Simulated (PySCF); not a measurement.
An equivalent PySCF input for C (carbon, neutral), [He] 2s2 2p2, high-spin 3P determinant, with the non-relativistic Hamiltonian (point nucleus):

```python
from pyscf import gto, scf, dft, mp, cc
import basis_set_exchange as bse
mol = gto.M(atom="C 0 0 0", charge=0, spin=2, symmetry="D2h",
            basis=gto.basis.parse(bse.get_basis("pcseg-2", elements=["C"], fmt="nwchem", header=False)))
mf = dft.UKS(mol, xc="B88,P86")
mf.irrep_nelec = {'Ag': (2, 2), 'B1u': (1, 0), 'B2u': (1, 0)}
mf.kernel()
```

It reaches the same state as the run whose output follows, with an energy that differs only through the grid. The run itself started from symmetry-adapted Hartree-Fock orbitals and held the occupation by maximum overlap, on a logarithmic radial grid, so the iterations belong to that start.

```
SCF conv_tol = 1e-09
number electrons alpha = 4  beta = 2
XC functionals = B88,P86
    A. D. Becke.,  Phys. Rev. A 38, 3098 (1988)
    J. P. Perdew.,  Phys. Rev. B 33, 8822 (1986)
cycle= 1 E= -37.8463068724986  delta_E= -0.00339  |g|= 0.00652  |ddm|= 0.104
cycle= 2 E= -37.8463319044421  delta_E= -2.5e-05  |g|= 0.000967  |ddm|= 0.00574
cycle= 3 E= -37.8463323849382  delta_E= -4.8e-07  |g|= 0.000393  |ddm|= 0.00112
cycle= 4 E= -37.8463324938209  delta_E= -1.09e-07  |g|= 1.56e-05  |ddm|= 0.000431
cycle= 5 E= -37.8463324939787  delta_E= -1.58e-10  |g|= 5.88e-07  |ddm|= 1.79e-05
converged SCF energy = -37.8463324939787  <S^2> = 2.0026446  2S+1 = 3.0017626
```
